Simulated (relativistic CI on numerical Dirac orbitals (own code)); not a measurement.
Calculated levels, Nd⁴⁵⁺

Method of calculation: Dirac-Coulomb-Breit CI, orbitals from a KLI potential per configuration, QED by a radiative potential, unscaled Slater integrals (own radial code, finite nucleus).

Configuration list (outside the closed core [Ne]): 3s²3p³, 3s3p⁴, 3s²3p²3d, 3p⁵, 3s3p³3d, 3p⁴3d, 3s3p²3d², 3s²3p3d4p, 3p⁴4s, 3s3p²3d4s, 3p⁴4p, 3s²3p²4s, 3s²3p3d², 3s²3d³, 3s3p3d³, 3s²3d²4s, 3p³3d², 3p²3d³, 3p²3d²4s, 3s²3p3d4s, 3s3p3d²4s, 3s²3d4s², 3s3p²3d4p, 3s3p3d²4p, 3p²3d²4p, 3s3p3d4s4p. Double excitations out of closed p, d and f shells are left out; levels of such configurations are missing from the list, as are those of other unlisted configurations, and high levels can miss mixing partners.

The lowest level is 3s²3p³ ²P°3/2, with 46 % of that term; Hund's rules for 3s²3p³ give ⁴S° with J = 3/2, of which the calculation keeps J, while another term leads.

| No. | Configuration | Term | J | E (10³ cm⁻¹) | % | Next component (%) | Landé g |
| --- | --- | --- | --- | --- | --- | --- | --- |
| 1 | 3s²3p³ | ²P° | 3/2 | 0.0 | 46 | 28 ⁴S° | 1.373 |
| 2 | 3s²3p³ | ⁴S° | 3/2 | 973.4 | 54 | 45 ²D° | 1.446 |
| 3 | 3s²3p³ | ²D° | 5/2 | 1050.6 | 99 | 1 3s3p³3d ²D° | 1.191 |
| 4 | 3s²3p³ | ²P° | 1/2 | 1144.9 | 98 | 1 3s²3p3d² ²P° | 0.655 |
| 5 | 3p²(1S)3d | ²D | 3/2 | 1412.3 | 37 | 36 ⁴F | 0.780 |
| 6 | 3p²(1S)3d | ²D | 5/2 | 1710.3 | 26 | 19 ⁴D | 1.237 |
| 7 | 3s3p⁴(3P) | ⁴P | 5/2 | 2003.2 | 62 | 20 ²D | 1.437 |
| 8 | 3s²3p³ | ²P° | 3/2 | 2129.7 | 52 | 28 ²D° | 1.291 |
| 9 | 3s3p⁴(1S) | ²S | 1/2 | 2181.1 | 50 | 30 ⁴P | 2.144 |
| 10 | 3s3p⁴(3P) | ²P | 3/2 | 2183.6 | 29 | 27 ²D | 1.150 |
| 11 | 3p²(1D)3d | ²F | 5/2 | 2377.4 | 47 | 45 ⁴F | 0.957 |
| 12 | 3p²(3P)3d | ⁴F | 3/2 | 2390.4 | 32 | 30 ⁴D | 0.919 |
| 13 | 3p²(3P)3d | ⁴D | 1/2 | 2392.8 | 79 | 16 ²P | 0.209 |
| 14 | 3p²(1D)3d | ²G | 7/2 | 2453.7 | 44 | 28 ²F | 1.052 |
| 15 | 3p²(3P)3d | ⁴D | 7/2 | 2621.3 | 47 | 37 ⁴F | 1.306 |
| 16 | 3p²(3P)3d | ²D | 5/2 | 2636.4 | 29 | 27 ⁴P | 1.209 |
| 17 | 3p²(3P)3d | ²P | 3/2 | 2659.2 | 39 | 26 ⁴P | 1.417 |
| 18 | 3p²(1D)3d | ²D | 3/2 | 2689.1 | 26 | 23 ²P | 1.226 |
| 19 | 3p²(1D)3d | ²P | 1/2 | 2691.3 | 37 | 35 ⁴P | 1.675 |
| 20 | 3p²(1D)3d | ²D | 5/2 | 2699.1 | 34 | 27 ²F | 1.162 |
| 21 | 3p²(1D)3d | ²G | 9/2 | 2704.4 | 58 | 42 ⁴F | 1.196 |
| 22 | 3p²(1D)3d | ²F | 7/2 | 2855.7 | 50 | 26 ²G | 1.101 |
| 23 | 3p²(3P)3d | ²D | 5/2 | 2869.5 | 39 | 26 ²F | 1.221 |
| 24 | 3p²(3P)3d | ²D | 3/2 | 2905.2 | 62 | 14 ⁴D | 0.942 |
| 25 | 3p²(3P)3d | ²P | 1/2 | 2922.0 | 48 | 35 ²S | 1.286 |
| 26 | 3s3p⁴(3P) | ⁴P | 3/2 | 3083.4 | 52 | 21 ²D | 1.382 |
| 27 | 3s3p⁴(1D) | ²D | 5/2 | 3177.1 | 61 | 16 ⁴P | 1.275 |
| 28 | 3s3p⁴(3P) | ²P | 1/2 | 3308.6 | 41 | 26 ⁴P | 1.323 |
| 29 | 3s3p⁴(3P) | ²P | 3/2 | 3318.6 | 44 | 22 ²D | 1.152 |
| 30 | 3s3p³(2P°)<3P°>3d | ⁴D° | 5/2 | 3363.1 | 28 | 25 ⁶D° | 1.300 |
| 31 | 3s3p³(4S°)<5S°>3d | ⁶D° | 3/2 | 3376.9 | 31 | 23 ⁴D° | 1.330 |
| 32 | 3s3p³(2P°)<3P°>3d | ⁴P° | 1/2 | 3385.1 | 40 | 39 ⁶D° | 2.559 |
| 33 | 3s3p³(4S°)<5S°>3d | ⁶D° | 7/2 | 3415.2 | 26 | 24 ⁴F° | 1.317 |
| 34 | 3s3p³(2D°)<3D°>3d | ⁴F° | 3/2 | 3530.7 | 26 | 22 ²D° | 0.984 |
| 35 | 3s3p³(2P°)<3P°>3d | ⁴F° | 9/2 | 3612.9 | 43 | 40 ⁶D° | 1.382 |
| 36 | 3p²(1D)3d | ²D | 5/2 | 3634.2 | 27 | 23 ²F | 1.186 |
| 37 | 3s3p³(2D°)<3D°>3d | ⁴G° | 5/2 | 3634.6 | 27 | 26 ²F° | 0.867 |
| 38 | 3p²(3P)3d | ²F | 7/2 | 3642.0 | 48 | 20 ⁴F | 1.153 |
| 39 | 3p²(1D)3d | ²D | 3/2 | 3648.1 | 26 | 24 ⁴P | 1.183 |
| 40 | 3p²(3P)3d | ⁴P | 1/2 | 3651.3 | 34 | 31 ²P | 1.480 |
| 41 | 3s3p³(2P°)<3P°>3d | ⁴D° | 1/2 | 3658.3 | 46 | 30 ²P° | 0.569 |
| 42 | 3p²(3P)3d | ²F | 7/2 | 3701.4 | 56 | 29 ⁴D | 1.189 |
| 43 | 3s3p³(2D°)<3D°>3d | ⁴D° | 5/2 | 3710.9 | 32 | 24 ⁴P° | 1.395 |
| 44 | 3p²(3P)3d | ⁴F | 9/2 | 3715.7 | 57 | 41 ²G | 1.233 |
| 45 | 3p²(3P)3d | ²P | 1/2 | 3743.0 | 43 | 33 ²S | 1.431 |
| 46 | 3s3p³(2P°)<3P°>3d | ²P° | 3/2 | 3770.6 | 29 | 27 ²D° | 1.172 |
| 47 | 3p²(1S)3d | ²D | 3/2 | 3771.8 | 65 | 13 ²P | 0.873 |
| 48 | 3s3p³(2P°)<3P°>3d | ²F° | 7/2 | 3781.9 | 31 | 27 ⁴D° | 1.235 |
| 49 | 3p3d²(3F) | ⁴G° | 5/2 | 3872.8 | 47 | 29 ²F° | 0.769 |
| 50 | 3s3p³(2P°)<1P°>3d | ²F° | 7/2 | 3887.0 | 23 | 23 ⁴D° | 1.161 |
| 51 | 3p²(1S)3d | ²D | 5/2 | 3903.7 | 77 | 14 ⁴D | 1.201 |
| 52 | 3s3p³(4S°)<5S°>3d | ⁴D° | 1/2 | 3927.9 | 46 | 41 ²P° | 0.546 |
| 53 | 3s3p³(2P°)<3P°>3d | ²F° | 5/2 | 3965.5 | 25 | 22 ²D° | 1.069 |
| 54 | 3s3p³(2P°)<3P°>3d | ⁴D° | 3/2 | 3978.6 | 27 | 22 ⁴P° | 1.379 |
| 55 | 3p²(3P)3d | ²D | 3/2 | 4000.2 | 41 | 40 ²P | 1.155 |
| 56 | 3p²(3P)3d | ²D | 5/2 | 4036.3 | 52 | 29 ²F | 1.151 |
| 57 | 3p3d²(3F) | ⁴G° | 7/2 | 4114.5 | 52 | 13 ⁴F° | 1.054 |
| 58 | 3p3d²(3P) | ⁴D° | 1/2 | 4119.3 | 40 | 28 ²P° | 0.649 |
| 59 | 3p3d²(3F) | ⁴F° | 3/2 | 4126.0 | 27 | 26 ²D° | 0.939 |
| 60 | 3p3d²(3P) | ²D° | 5/2 | 4126.0 | 21 | 15 ⁴F° | 1.127 |
| 61 | 3p3d²(3P) | ⁴P° | 1/2 | 4142.7 | 28 | 20 3s3p³3d ⁶D° | 1.948 |
| 62 | 3p3d²(1D) | ²D° | 3/2 | 4168.7 | 21 | 19 ⁴D° | 1.081 |
| 63 | 3p3d²(1G) | ²H° | 9/2 | 4203.1 | 32 | 31 ²G° | 1.081 |
| 64 | 3p⁵ | ²P° | 3/2 | 4287.5 | 31 | 13 3s3p³3d ⁴D° | 1.146 |
| 65 | 3p3d²(3F) | ⁴D° | 7/2 | 4335.0 | 26 | 23 3s3p³3d ⁶D° | 1.316 |
| 66 | 3s3p³(2D°)<3D°>3d | ⁴F° | 5/2 | 4357.1 | 31 | 17 ⁶D° | 1.171 |
| 67 | 3p3d²(3F) | ⁴D° | 5/2 | 4380.4 | 27 | 15 ²D° | 1.215 |
| 68 | 3s3p³(2D°)<3D°>3d | ⁴D° | 1/2 | 4404.1 | 25 | 19 ⁶D° | 1.614 |
| 69 | 3p⁵ | ²P° | 3/2 | 4415.6 | 26 | 18 3s3p³3d ⁴D° | 1.243 |
| 70 | 3p3d²(3P) | ⁴S° | 3/2 | 4428.3 | 18 | 17 ²P° | 1.436 |

Energies count from the lowest computed level; ° marks odd parity. Percentages are summed over parent terms; the parents shown are those of the largest component, closed shells are left out there, and <> holds an intermediate term.

The mean weight of the leading LS term, summed over parents, in these 70 levels is 41 %, and that of the leading jj configuration (from the same eigenvectors) 81 %, so jj coupling describes them better and the LS labels are nominal.

At this charge energies of transitions that change n are usually good to better than 1 %, and those within a shell (Δn = 0) to a few per cent.

LS names give the leading component of a level, which can be under half, so a name can repeat, a term be missing and a line seem to break the LS rules.
